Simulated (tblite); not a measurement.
A geometry optimisation, step by step.

C5H6F2OSi.
Atom-mapped SMILES: `[CH:1]#[C:2]/[CH:3]=[C:4](/[O:5][SiH3:6])[CH:7]([F:8])[F:9]` (hydrogens: H10 on C1; H11 on C3; H12, H13, H14 on Si6; H15 on C7)

Computed with GFN2-xTB (tblite), gas phase: L-BFGS steps from a force-field or distance-geometry start until the largest atomic force falls under 0.01 eV/Å. 11 of its 40 geometries are shown.

Step 0: E = -788.7261 eV, largest atomic force 1.962 eV/Å
```
atom  x, y, z in Å  |  force x, y, z in eV/Å
C1      3.520   -0.911   -0.206   -1.031  -0.120  -0.076
C2      2.318   -1.058   -0.293    0.994   0.146   0.143
C3      0.929   -1.263   -0.378   -0.400   0.563   0.049
C4     -0.004   -0.319   -0.094   -1.023  -1.431  -0.352
O5     -1.343   -0.722   -0.242    1.367   1.347   0.408
Si6    -2.690    0.211    0.035   -0.364   0.338   0.348
C7      0.351    1.072    0.392   -0.542  -0.307   0.007
F8     -0.139    2.023   -0.440   -0.107   0.030   0.022
F9     -0.186    1.315    1.620   -0.035  -0.005  -0.170
H10     4.563   -0.779   -0.133   -0.186  -0.036  -0.031
H11     0.585   -2.239   -0.722    0.140   0.302   0.135
H12    -2.692    1.398   -0.846    0.102  -0.277   0.172
H13    -2.745    0.618    1.473    0.106  -0.181  -0.551
H14    -3.894   -0.590   -0.264    0.614  -0.112  -0.021
H15     1.422    1.253    0.480    0.364  -0.256  -0.082
```

Step 4: E = -788.8913 eV, largest atomic force 0.450 eV/Å
```
atom  x, y, z in Å  |  force x, y, z in eV/Å
C1      3.508   -0.912   -0.207    0.122   0.028   0.011
C2      2.317   -1.052   -0.288   -0.265   0.083   0.045
C3      0.926   -1.252   -0.381   -0.081   0.104   0.010
C4     -0.024   -0.343   -0.096   -0.067   0.097   0.047
O5     -1.326   -0.660   -0.223    0.077   0.265   0.082
Si6    -2.698    0.228    0.048   -0.059   0.181   0.015
C7      0.343    1.052    0.387   -0.006   0.038   0.011
F8     -0.146    2.019   -0.438   -0.042  -0.158   0.022
F9     -0.192    1.312    1.612   -0.045  -0.089  -0.094
H10     4.550   -0.783   -0.136   -0.114  -0.036  -0.022
H11     0.595   -2.225   -0.716    0.068  -0.046  -0.013
H12    -2.687    1.386   -0.839    0.026   0.042  -0.022
H13    -2.739    0.610    1.452    0.021   0.018   0.076
H14    -3.857   -0.603   -0.267    0.363  -0.256  -0.069
H15     1.426    1.230    0.473    0.000  -0.274  -0.099
```

Step 8: E = -788.9534 eV, largest atomic force 0.323 eV/Å
```
atom  x, y, z in Å  |  force x, y, z in eV/Å
C1      3.489   -0.910   -0.207   -0.273  -0.001  -0.005
C2      2.292   -1.023   -0.273    0.207   0.043   0.001
C3      0.906   -1.238   -0.382    0.137  -0.216  -0.018
C4     -0.032   -0.330   -0.088   -0.138   0.010  -0.025
O5     -1.331   -0.594   -0.204   -0.183  -0.251  -0.087
Si6    -2.707    0.270    0.058    0.069   0.007   0.049
C7      0.344    1.047    0.387    0.013  -0.081  -0.025
F8     -0.160    1.994   -0.442    0.085   0.122  -0.044
F9     -0.204    1.296    1.602    0.095   0.079   0.111
H10     4.528   -0.791   -0.141    0.030  -0.001   0.001
H11     0.613   -2.225   -0.716   -0.054   0.059  -0.001
H12    -2.683    1.405   -0.849   -0.093   0.153  -0.019
H13    -2.736    0.617    1.472   -0.092   0.097   0.054
H14    -3.757   -0.676   -0.287    0.166  -0.135  -0.042
H15     1.433    1.165    0.450    0.030   0.116   0.050
```

Step 12: E = -788.9774 eV, largest atomic force 0.176 eV/Å
```
atom  x, y, z in Å  |  force x, y, z in eV/Å
C1      3.478   -0.904   -0.205    0.132   0.020   0.012
C2      2.284   -1.013   -0.271   -0.137  -0.073  -0.017
C3      0.901   -1.244   -0.377   -0.077   0.054  -0.008
C4     -0.048   -0.339   -0.093   -0.004   0.012   0.033
O5     -1.349   -0.616   -0.213    0.126   0.084   0.026
Si6    -2.703    0.286    0.065   -0.017  -0.045  -0.050
C7      0.344    1.039    0.385   -0.003   0.034   0.008
F8     -0.144    2.001   -0.444    0.043  -0.024   0.052
F9     -0.186    1.303    1.609    0.042   0.002  -0.063
H10     4.520   -0.794   -0.142   -0.017   0.020   0.002
H11     0.607   -2.225   -0.719   -0.023  -0.051  -0.011
H12    -2.700    1.434   -0.847   -0.051  -0.069   0.154
H13    -2.753    0.640    1.485   -0.040   0.049  -0.129
H14    -3.690   -0.723   -0.300    0.077   0.009   0.004
H15     1.435    1.162    0.450   -0.050  -0.022  -0.010
```

Step 16: E = -788.9852 eV, largest atomic force 0.127 eV/Å
```
atom  x, y, z in Å  |  force x, y, z in eV/Å
C1      3.472   -0.901   -0.204   -0.121  -0.018  -0.008
C2      2.277   -1.020   -0.272    0.122  -0.026  -0.008
C3      0.893   -1.246   -0.380    0.077  -0.064  -0.011
C4     -0.048   -0.336   -0.089    0.070   0.018  -0.016
O5     -1.344   -0.606   -0.211   -0.044  -0.011   0.000
Si6    -2.701    0.282    0.062    0.005  -0.023   0.025
C7      0.347    1.040    0.385    0.052   0.002   0.006
F8     -0.134    2.003   -0.441   -0.019   0.029  -0.028
F9     -0.177    1.307    1.608   -0.026   0.016   0.052
H10     4.513   -0.791   -0.143   -0.017   0.019   0.006
H11     0.600   -2.230   -0.721   -0.040   0.042   0.013
H12    -2.718    1.439   -0.822   -0.036   0.065  -0.022
H13    -2.769    0.660    1.468   -0.034   0.032   0.024
H14    -3.651   -0.748   -0.308   -0.083  -0.089  -0.035
H15     1.435    1.154    0.447    0.093   0.007   0.003
```

Step 20: E = -788.9891 eV, largest atomic force 0.077 eV/Å
```
atom  x, y, z in Å  |  force x, y, z in eV/Å
C1      3.470   -0.901   -0.204    0.077  -0.004   0.000
C2      2.278   -1.034   -0.276   -0.044  -0.016  -0.009
C3      0.895   -1.251   -0.381   -0.036   0.027   0.011
C4     -0.039   -0.333   -0.089   -0.028   0.002   0.006
O5     -1.338   -0.604   -0.209    0.015   0.050   0.016
Si6    -2.704    0.273    0.060   -0.052   0.009  -0.014
C7      0.356    1.043    0.387    0.015  -0.005  -0.004
F8     -0.128    2.007   -0.440    0.031  -0.025   0.018
F9     -0.172    1.312    1.611    0.036  -0.015  -0.036
H10     4.509   -0.784   -0.141    0.030   0.015   0.007
H11     0.587   -2.229   -0.721   -0.024  -0.008  -0.003
H12    -2.734    1.447   -0.808   -0.018  -0.029  -0.018
H13    -2.784    0.675    1.460   -0.018  -0.029   0.012
H14    -3.649   -0.768   -0.315    0.018   0.009   0.004
H15     1.448    1.156    0.448   -0.003   0.018   0.011
```

Step 23: E = -788.9905 eV, largest atomic force 0.050 eV/Å
```
atom  x, y, z in Å  |  force x, y, z in eV/Å
C1      3.472   -0.903   -0.204   -0.021  -0.008  -0.004
C2      2.280   -1.041   -0.279    0.001   0.012   0.005
C3      0.894   -1.252   -0.381   -0.008  -0.009  -0.009
C4     -0.038   -0.331   -0.089    0.006   0.014   0.012
O5     -1.338   -0.593   -0.206   -0.001   0.006   0.000
Si6    -2.712    0.273    0.059    0.020  -0.001   0.005
C7      0.364    1.042    0.387   -0.001   0.030   0.009
F8     -0.122    2.006   -0.437    0.019   0.024  -0.039
F9     -0.165    1.311    1.608    0.015  -0.008   0.044
H10     4.511   -0.779   -0.140   -0.002  -0.001   0.000
H11     0.578   -2.227   -0.721   -0.003  -0.018  -0.003
H12    -2.744    1.447   -0.808   -0.026  -0.022  -0.025
H13    -2.793    0.675    1.460   -0.026  -0.034   0.001
H14    -3.646   -0.778   -0.319    0.014   0.021   0.008
H15     1.454    1.158    0.449    0.012  -0.006  -0.003
```

Step 27: E = -788.9917 eV, largest atomic force 0.048 eV/Å
```
atom  x, y, z in Å  |  force x, y, z in eV/Å
C1      3.471   -0.906   -0.206   -0.013   0.003   0.000
C2      2.279   -1.044   -0.280   -0.017  -0.001   0.000
C3      0.891   -1.253   -0.382    0.008   0.013   0.006
C4     -0.035   -0.327   -0.086    0.011   0.001  -0.010
O5     -1.336   -0.583   -0.203    0.020  -0.011  -0.001
Si6    -2.715    0.273    0.059    0.014  -0.002  -0.003
C7      0.371    1.047    0.388    0.013  -0.018  -0.002
F8     -0.110    2.009   -0.441    0.007   0.000   0.047
F9     -0.154    1.311    1.613    0.005   0.034  -0.030
H10     4.510   -0.776   -0.138   -0.035  -0.015  -0.006
H11     0.569   -2.228   -0.721    0.016   0.024   0.009
H12    -2.760    1.442   -0.814   -0.009  -0.006  -0.012
H13    -2.808    0.668    1.461   -0.010  -0.011   0.008
H14    -3.639   -0.784   -0.321   -0.011  -0.004  -0.001
H15     1.462    1.160    0.450    0.002  -0.007  -0.005
```

Step 31: E = -788.9923 eV, largest atomic force 0.020 eV/Å
```
atom  x, y, z in Å  |  force x, y, z in eV/Å
C1      3.468   -0.907   -0.206    0.002   0.004   0.002
C2      2.276   -1.046   -0.280    0.006   0.005   0.001
C3      0.891   -1.252   -0.381   -0.006   0.000   0.001
C4     -0.032   -0.324   -0.086   -0.012   0.004   0.004
O5     -1.334   -0.580   -0.202   -0.016  -0.001  -0.002
Si6    -2.715    0.272    0.059   -0.014  -0.007  -0.001
C7      0.377    1.047    0.389    0.001   0.013   0.002
F8     -0.104    2.012   -0.437    0.000   0.017  -0.003
F9     -0.148    1.316    1.613    0.002   0.009   0.010
H10     4.506   -0.777   -0.139    0.016  -0.011  -0.003
H11     0.567   -2.226   -0.719   -0.001  -0.006  -0.003
H12    -2.769    1.438   -0.818    0.006  -0.006   0.003
H13    -2.817    0.662    1.462    0.006  -0.004  -0.008
H14    -3.637   -0.786   -0.322   -0.002  -0.007  -0.002
H15     1.468    1.159    0.450    0.012  -0.012  -0.001
```

Step 35: E = -788.9925 eV, largest atomic force 0.024 eV/Å
```
atom  x, y, z in Å  |  force x, y, z in eV/Å
C1      3.467   -0.906   -0.206    0.001  -0.004  -0.001
C2      2.276   -1.045   -0.280   -0.001   0.004   0.002
C3      0.889   -1.251   -0.381    0.008   0.008   0.003
C4     -0.034   -0.322   -0.085    0.007   0.002  -0.001
O5     -1.335   -0.578   -0.201    0.010   0.004   0.002
Si6    -2.719    0.270    0.058    0.000  -0.005  -0.003
C7      0.380    1.050    0.390   -0.010  -0.006  -0.001
F8     -0.100    2.018   -0.434    0.014  -0.003  -0.004
F9     -0.144    1.321    1.614    0.012  -0.004   0.004
H10     4.507   -0.780   -0.140   -0.008  -0.008  -0.003
H11     0.566   -2.226   -0.719   -0.001   0.016   0.006
H12    -2.772    1.435   -0.820    0.002   0.004   0.000
H13    -2.820    0.658    1.461    0.002   0.003   0.004
H14    -3.637   -0.791   -0.323   -0.012  -0.013  -0.005
H15     1.472    1.155    0.449   -0.024   0.000  -0.002
```

Step 39: E = -788.9927 eV, largest atomic force 0.009 eV/Å
```
atom  x, y, z in Å  |  force x, y, z in eV/Å
C1      3.467   -0.907   -0.206    0.001  -0.007  -0.002
C2      2.276   -1.044   -0.280    0.001   0.005   0.002
C3      0.889   -1.248   -0.380   -0.002   0.005   0.001
C4     -0.034   -0.320   -0.085   -0.003   0.003   0.001
O5     -1.335   -0.577   -0.201   -0.003  -0.004  -0.001
Si6    -2.721    0.268    0.057    0.001  -0.002   0.000
C7      0.380    1.051    0.390    0.003   0.002   0.002
F8     -0.096    2.021   -0.434   -0.004  -0.003  -0.002
F9     -0.140    1.324    1.615   -0.005  -0.003   0.000
H10     4.507   -0.784   -0.141    0.003  -0.004  -0.001
H11     0.566   -2.223   -0.718   -0.001   0.005   0.002
H12    -2.773    1.433   -0.821   -0.002  -0.002   0.003
H13    -2.821    0.656    1.460   -0.002   0.000  -0.004
H14    -3.640   -0.794   -0.324    0.004   0.002   0.001
H15     1.472    1.153    0.448    0.008   0.004   0.001
```

Task: Summarise the path.

Result: The energy falls by 25.72 kJ/mol from step 0 to step 39; nine tenths of that is first reached at step 10. It falls at every step. The largest force goes from 1.962 to 0.009 eV/Å. Among the bonds C4–O5 changes most, from 1.406 to 1.331 Å; the atoms move by 0.111 Å rms after alignment.

Task: Follow the three bonds and two angles with the largest change from start to end.

Result: 
```json
{"step": "0", "E above end (kJ/mol)": "25.72", "largest force (eV/Å)": "1.962", "C4–O5 (Å)": "1.406", "Si6–H13 (Å)": "1.496", "Si6–H14 (Å)": "1.477", "O5–Si6–H14 (°)": "108.8", "C4–O5–Si6 (°)": "126.4"}
{"step": "2", "E above end (kJ/mol)": "17.20", "largest force (eV/Å)": "2.102", "C4–O5 (Å)": "1.312", "Si6–H13 (Å)": "1.460", "Si6–H14 (Å)": "1.461", "O5–Si6–H14 (°)": "109.3", "C4–O5–Si6 (°)": "131.3"}
{"step": "3", "E above end (kJ/mol)": "11.70", "largest force (eV/Å)": "0.516", "C4–O5 (Å)": "1.341", "Si6–H13 (Å)": "1.462", "Si6–H14 (Å)": "1.463", "O5–Si6–H14 (°)": "108.9", "C4–O5–Si6 (°)": "130.6"}
{"step": "5", "E above end (kJ/mol)": "7.55", "largest force (eV/Å)": "0.506", "C4–O5 (Å)": "1.345", "Si6–H13 (Å)": "1.447", "Si6–H14 (Å)": "1.454", "O5–Si6–H14 (°)": "107.4", "C4–O5–Si6 (°)": "132.7"}
{"step": "7", "E above end (kJ/mol)": "4.79", "largest force (eV/Å)": "0.333", "C4–O5 (Å)": "1.331", "Si6–H13 (Å)": "1.448", "Si6–H14 (Å)": "1.452", "O5–Si6–H14 (°)": "104.6", "C4–O5–Si6 (°)": "134.3"}
{"step": "8", "E above end (kJ/mol)": "3.79", "largest force (eV/Å)": "0.323", "C4–O5 (Å)": "1.330", "Si6–H13 (Å)": "1.456", "Si6–H14 (Å)": "1.455", "O5–Si6–H14 (°)": "103.0", "C4–O5–Si6 (°)": "134.2"}
{"step": "10", "E above end (kJ/mol)": "2.41", "largest force (eV/Å)": "0.189", "C4–O5 (Å)": "1.332", "Si6–H13 (Å)": "1.467", "Si6–H14 (Å)": "1.461", "O5–Si6–H14 (°)": "100.1", "C4–O5–Si6 (°)": "133.0"}
{"step": "12", "E above end (kJ/mol)": "1.47", "largest force (eV/Å)": "0.176", "C4–O5 (Å)": "1.335", "Si6–H13 (Å)": "1.464", "Si6–H14 (Å)": "1.458", "O5–Si6–H14 (°)": "97.8", "C4–O5–Si6 (°)": "132.1"}
{"step": "14", "E above end (kJ/mol)": "1.06", "largest force (eV/Å)": "0.089", "C4–O5 (Å)": "1.332", "Si6–H13 (Å)": "1.459", "Si6–H14 (Å)": "1.452", "O5–Si6–H14 (°)": "96.9", "C4–O5–Si6 (°)": "132.4"}
{"step": "15", "E above end (kJ/mol)": "0.91", "largest force (eV/Å)": "0.106", "C4–O5 (Å)": "1.331", "Si6–H13 (Å)": "1.458", "Si6–H14 (Å)": "1.450", "O5–Si6–H14 (°)": "96.7", "C4–O5–Si6 (°)": "132.6"}
{"step": "17", "E above end (kJ/mol)": "0.55", "largest force (eV/Å)": "0.116", "C4–O5 (Å)": "1.329", "Si6–H13 (Å)": "1.458", "Si6–H14 (Å)": "1.449", "O5–Si6–H14 (°)": "96.6", "C4–O5–Si6 (°)": "133.0"}
{"step": "19", "E above end (kJ/mol)": "0.40", "largest force (eV/Å)": "0.061", "C4–O5 (Å)": "1.332", "Si6–H13 (Å)": "1.459", "Si6–H14 (Å)": "1.453", "O5–Si6–H14 (°)": "96.7", "C4–O5–Si6 (°)": "133.2"}
{"step": "20", "E above end (kJ/mol)": "0.34", "largest force (eV/Å)": "0.077", "C4–O5 (Å)": "1.332", "Si6–H13 (Å)": "1.459", "Si6–H14 (Å)": "1.455", "O5–Si6–H14 (°)": "96.7", "C4–O5–Si6 (°)": "133.3"}
{"step": "22", "E above end (kJ/mol)": "0.24", "largest force (eV/Å)": "0.044", "C4–O5 (Å)": "1.332", "Si6–H13 (Å)": "1.460", "Si6–H14 (Å)": "1.456", "O5–Si6–H14 (°)": "96.6", "C4–O5–Si6 (°)": "134.0"}
{"step": "24", "E above end (kJ/mol)": "0.18", "largest force (eV/Å)": "0.053", "C4–O5 (Å)": "1.331", "Si6–H13 (Å)": "1.460", "Si6–H14 (Å)": "1.454", "O5–Si6–H14 (°)": "96.5", "C4–O5–Si6 (°)": "134.5"}
{"step": "25", "E above end (kJ/mol)": "0.15", "largest force (eV/Å)": "0.062", "C4–O5 (Å)": "1.331", "Si6–H13 (Å)": "1.460", "Si6–H14 (Å)": "1.454", "O5–Si6–H14 (°)": "96.4", "C4–O5–Si6 (°)": "134.6"}
{"step": "27", "E above end (kJ/mol)": "0.09", "largest force (eV/Å)": "0.048", "C4–O5 (Å)": "1.332", "Si6–H13 (Å)": "1.459", "Si6–H14 (Å)": "1.454", "O5–Si6–H14 (°)": "96.5", "C4–O5–Si6 (°)": "134.9"}
{"step": "29", "E above end (kJ/mol)": "0.05", "largest force (eV/Å)": "0.033", "C4–O5 (Å)": "1.332", "Si6–H13 (Å)": "1.460", "Si6–H14 (Å)": "1.455", "O5–Si6–H14 (°)": "96.6", "C4–O5–Si6 (°)": "135.0"}
{"step": "31", "E above end (kJ/mol)": "0.04", "largest force (eV/Å)": "0.020", "C4–O5 (Å)": "1.331", "Si6–H13 (Å)": "1.460", "Si6–H14 (Å)": "1.454", "O5–Si6–H14 (°)": "96.6", "C4–O5–Si6 (°)": "135.1"}
{"step": "32", "E above end (kJ/mol)": "0.03", "largest force (eV/Å)": "0.022", "C4–O5 (Å)": "1.331", "Si6–H13 (Å)": "1.460", "Si6–H14 (Å)": "1.454", "O5–Si6–H14 (°)": "96.5", "C4–O5–Si6 (°)": "135.1"}
{"step": "34", "E above end (kJ/mol)": "0.02", "largest force (eV/Å)": "0.024", "C4–O5 (Å)": "1.331", "Si6–H13 (Å)": "1.460", "Si6–H14 (Å)": "1.454", "O5–Si6–H14 (°)": "96.5", "C4–O5–Si6 (°)": "135.2"}
{"step": "36", "E above end (kJ/mol)": "0.01", "largest force (eV/Å)": "0.020", "C4–O5 (Å)": "1.332", "Si6–H13 (Å)": "1.459", "Si6–H14 (Å)": "1.454", "O5–Si6–H14 (°)": "96.6", "C4–O5–Si6 (°)": "135.2"}
{"step": "37", "E above end (kJ/mol)": "0.00", "largest force (eV/Å)": "0.017", "C4–O5 (Å)": "1.332", "Si6–H13 (Å)": "1.459", "Si6–H14 (Å)": "1.455", "O5–Si6–H14 (°)": "96.6", "C4–O5–Si6 (°)": "135.3"}
{"step": "39", "E above end (kJ/mol)": "0.00", "largest force (eV/Å)": "0.009", "C4–O5 (Å)": "1.331", "Si6–H13 (Å)": "1.460", "Si6–H14 (Å)": "1.455", "O5–Si6–H14 (°)": "96.7", "C4–O5–Si6 (°)": "135.3"}
```

What follows is the cost of the whole relaxation. Hardware: Arm Neoverse V1, one thread, shared host with 32 logical CPUs at a one-minute load of 5.3. Cost: 0.27 s.
